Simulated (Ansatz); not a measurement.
Computed with Ansatz.

A structure relaxed at PBE0-D4/def2-TZVP, charge 0, multiplicity 1:

```csv
atom,x (Å),y (Å),z (Å)
C1,1.748,-1.313,-1.872
N2,1.577,-0.718,-0.575
C3,2.772,-0.743,0.223
Ga4,0.000,-0.001,0.001
N5,-1.580,-0.594,-0.694
C6,-1.756,-1.909,-1.249
C7,-2.773,0.206,-0.744
N8,0.003,1.310,1.271
C9,-1.102,1.557,2.156
C10,1.111,2.201,1.485
H11,2.025,-2.377,-1.806
H12,0.830,-1.243,-2.459
H13,2.543,-0.811,-2.445
H14,3.135,-1.771,0.375
H15,3.595,-0.180,-0.246
H16,2.594,-0.311,1.210
H17,-2.551,-2.464,-0.727
H18,-0.840,-2.496,-1.164
H19,-2.037,-1.875,-2.314
H20,-3.595,-0.241,-0.163
H21,-2.590,1.207,-0.346
H22,-3.138,0.325,-1.776
H23,-0.802,1.467,3.212
H24,-1.909,0.842,1.984
H25,-1.517,2.569,2.027
H26,0.813,3.254,1.362
H27,1.915,2.005,0.772
H28,1.530,2.104,2.499
```

Give its formula and SMILES.

C6H18GaN3, `C[N](C)[Ga]([N](C)C)[N](C)C`.

Point group (tolerance 0.08 Å, 0.16 Å for H)?

D3.

Summarise the bond lengths by kind.

6 × C–N 1.437 Å; 18 × C–H 1.092 to 1.102 Å; 3 × Ga–N 1.825 Å.
